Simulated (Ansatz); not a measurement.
CH$_{4}$FOSi, SMILES `C[Si](O)F` radical, relaxed with UKS PBE-D4/def2-SVP in Ansatz from a rough embedded geometry. The force threshold is 0.03 eV/Å; the program also tests the step.

Charge 0, multiplicity 2.

Start:

```xyz
8

C    -0.423   -0.857    0.455
Si    0.336    0.062   -0.882
O     1.519    1.044   -0.345
F    -0.769    1.090   -1.468
H    -0.903   -0.242    1.225
H     0.257   -1.571    0.981
H    -1.257   -1.518    0.097
H     1.240    1.992   -0.062
```

**Question.** By how much does the energy fall, and how many steps does the optimiser take? (Best estimate.)

**Answer.** Computed: 0.37 eV, in 16 steps, 1 of them rejected.

**Question.** Which bonds change most? (An estimate is asked.)

**Answer.** The calculation gave: C1–Si2 from 1.792 to 1.883 Å; O3–H8 from 1.028 to 0.974 Å; Si2–O3 from 1.629 to 1.681 Å; Si2–F4 from 1.619 to 1.653 Å.

**Question.** Give the relaxed structure. (Best estimate.)

**Answer.** The calculation gave: 
```xyz
8

C    -0.474   -0.947    0.479
Si    0.272    0.212   -0.803
O     1.289    1.243    0.051
F    -0.953    1.094   -1.478
H    -0.971   -0.339    1.264
H     0.314   -1.565    0.952
H    -1.225   -1.616    0.015
H     1.748    1.918   -0.479
```
